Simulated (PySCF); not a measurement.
C4H7NSi.
Bonds: N1–C2 (triple), C2–C3, C3–Si4, C3–C5, C5–C6, C3–C6. Hydrogens: H7, H8, H9 on Si4; H10, H11 on C5; H12, H13 on C6.

Method: PBE0-D3(BJ)/def2-SVP geometry optimisation, gas phase in PySCF; density fitting, grid level 1; the optimiser is geomeTRIC in internal coordinates, started from a GFN2-xTB structure with every atom displaced at random (about 0.01 Å).

Step 0: E = -13611.4900 eV
```
atom  x, y, z in Å  |  force x, y, z in eV/Å
N1      0.0197    1.8277    1.8412    0.080   2.830   2.295
C2     -0.0104    0.9499    1.1247   -0.009  -2.072  -1.748
C3      0.0042   -0.1526    0.2355    1.279  -0.222  -0.401
Si4     1.7788   -0.5572   -0.4535   -1.732   0.271   0.611
C5     -1.2079   -0.3577   -0.6272   -0.352   0.179   0.887
C6     -0.9639   -1.2590    0.5291   -0.378  -0.305  -0.026
H7      2.2397    0.5982   -1.1950    0.383   0.612  -0.438
H8      2.6388   -0.8855    0.6658    0.571  -0.163   0.567
H9      1.5659   -1.7073   -1.3138    0.026  -0.653  -0.543
H10    -2.0028    0.3731   -0.5258   -0.209   0.208  -0.031
H11    -1.0635   -0.7286   -1.6095    0.206  -0.448  -1.202
H12    -0.6338   -2.2750    0.3370    0.091  -0.289  -0.069
H13    -1.6149   -1.1586    1.3987    0.041   0.052   0.098
```

Step 1: E = -13611.6689 eV
```
atom  x, y, z in Å  |  force x, y, z in eV/Å
N1      0.0030    1.8816    1.8989   -0.009  -0.162  -0.167
C2     -0.0124    0.9852    1.1600    0.038   0.180   0.198
C3      0.0127   -0.1312    0.2587    0.102  -0.109  -0.167
Si4     1.7174   -0.5637   -0.4532   -0.017   0.115   0.174
C5     -1.2055   -0.3598   -0.6220    0.000  -0.083  -0.271
C6     -0.9640   -1.2680    0.5246    0.015  -0.036   0.025
H7      2.2571    0.5923   -1.2286   -0.013  -0.037   0.003
H8      2.6412   -0.8975    0.6716    0.013  -0.014  -0.061
H9      1.5481   -1.7493   -1.3493   -0.047   0.034   0.031
H10    -2.0166    0.3676   -0.5507   -0.016   0.026   0.015
H11    -1.0184   -0.7355   -1.6383   -0.046   0.087   0.173
H12    -0.6103   -2.2845    0.3315    0.002  -0.008  -0.004
H13    -1.6025   -1.1700    1.4040   -0.022   0.006   0.050
```

**Question.** Estimate the geometry and energy of step 2. (The exact step hangs on the optimiser's Hessian estimate; all steps are aligned on step 1, rigid shifts and turns removed.)

**Answer.** E = -13611.6731 eV, largest force 0.074 eV/Å
```
atom  x, y, z in Å  |  force x, y, z in eV/Å
N1      0.0032    1.8823    1.8911    0.001  -0.013  -0.032
C2     -0.0108    0.9837    1.1576   -0.006   0.029   0.057
C3      0.0146   -0.1336    0.2562   -0.007  -0.043  -0.059
Si4     1.7174   -0.5586   -0.4434    0.024   0.037   0.051
C5     -1.2050   -0.3613   -0.6258   -0.007  -0.022  -0.033
C6     -0.9622   -1.2710    0.5221   -0.016   0.012   0.022
H7      2.2560    0.5916   -1.2246    0.002  -0.004  -0.005
H8      2.6517   -0.9010    0.6676    0.007  -0.007  -0.016
H9      1.5292   -1.7408   -1.3367   -0.009  -0.007  -0.008
H10    -2.0152    0.3680   -0.5513    0.008   0.005   0.018
H11    -1.0207   -0.7316   -1.6389   -0.004   0.011   0.015
H12    -0.6086   -2.2879    0.3289    0.002   0.003  -0.008
H13    -1.5997   -1.1724    1.4042    0.005   0.000  -0.002
```

The energy changes by -0.0042 eV. The first-order estimate −F·Δx gives -0.0072 eV and the mean of the old and new forces, exact on a quadratic surface, -0.0042 eV. The step makes an angle of 68° with the force vector and moves no atom by more than 0.024 Å.

The cost below is that of the whole optimisation. Time: 40 s; peak memory 0.49 GiB. Hardware: one thread of an Arm Neoverse N1, on a shared host.
